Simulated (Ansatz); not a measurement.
The first iterations of a band of CH5AlBN (9 atoms, charge 0, multiplicity 1).

Computed with RKS PBE0-D4/def2-SVP (Ansatz).

| Property | Result |
| --- | --- |
| movable images | 4 |
| climbing image | no |
| spring | 5.0 eV/Å² |
| optimiser | quadratic models (default) |
| start path | through a guess of the saddle point |
| force threshold | 0.05 eV/Å |
| iteration limit | 30 |
| end points | relaxed |

First end point:

```xyz
9
Properties=species:S:1:pos:R:3
B -0.304 1.096 -1.114
N -0.191 0.250 -0.011
C 0.702 -0.966 0.144
Al -0.436 -0.466 1.599
H 0.364 0.898 -2.111
H -1.077 2.032 -1.062
H 0.465 -1.792 -0.544
H 1.779 -0.743 0.121
H -1.214 -0.356 2.960
```

Last end point:

```xyz
9
Properties=species:S:1:pos:R:3
B -0.304 1.096 -1.113
N -0.193 0.249 -0.011
C 0.701 -0.966 0.143
Al -0.436 -0.467 1.600
H -1.078 2.031 -1.063
H 0.366 0.899 -2.109
H 0.467 -1.792 -0.545
H 1.778 -0.741 0.122
H -1.214 -0.355 2.961
```

| iteration | highest image above the first end (eV) | largest band force component (eV/Å) |
| --- | --- | --- |
| 1 | 6.718 | 33.197 |
| 2 | 1.387 | 5.116 |
| 3 | 1.390 | 2.985 |
| 4 | 1.094 | 0.877 |
| 5 | 1.055 | 0.483 |

Does the band converge within its limit, and where does its top end?

The forces met the threshold. It ended after 15 iterations with the highest image 0.662 eV above the first end. No image climbed, so the highest image needn't sit at the top of the path.

Run time: 5.3 min on 1 thread of Intel(R) Xeon(R) Platinum 8259CL CPU @ 2.50GHz (Skylake/Cascade Lake), on a shared host, peak memory 0.19 GiB.
